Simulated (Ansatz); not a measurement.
Consider the substitution at a C–Ge bond: `[CH3][Ge]([NH2])([OH])[F]` + `NC[SiH2]Cl` → `CNC[SiH2]Cl` + `[NH2][GeH]([OH])[F]`.

Gas-phase electronic energies from Ansatz, PBE0-D4/def2-TZVP geometries. CCSD(T)/CBS adds triple-zeta CCSD(T) − MP2 to the extrapolated MP2 energy (def2 sets, frozen cores). For Ge outer-core shells are correlated without core-valence functions, which leaves a few kJ/mol of doubt a bond. Scalar relativity is left out up to krypton. Each species was taken in one conformer, which may not be the lowest.

| species | CCSD/def2-TZVPP energy (Eh) |
| --- | --- |
| `[CH3][Ge]([NH2])([OH])[F]` | -2346.86718 |
| `NC[SiH2]Cl` | -845.10797 |
| `CNC[SiH2]Cl` | -884.32806 |
| `[NH2][GeH]([OH])[F]` | -2307.61768 |

Question: Work out ΔE.

Answer: ΔE = (-884.32806) + (-2307.61768) − (-2346.86718) − (-845.10797) = 0.02941 Eh = +0.80 eV. CCSD(T)/CBS gives +0.82 eV.

Largest T1 diagnostic among the species: 0.012.

In def2-TZVPP, CCSD(T) changes the Hartree–Fock value by +0.04 eV (the triples alone add −0.00 eV) and MP2 by +0.08 eV.
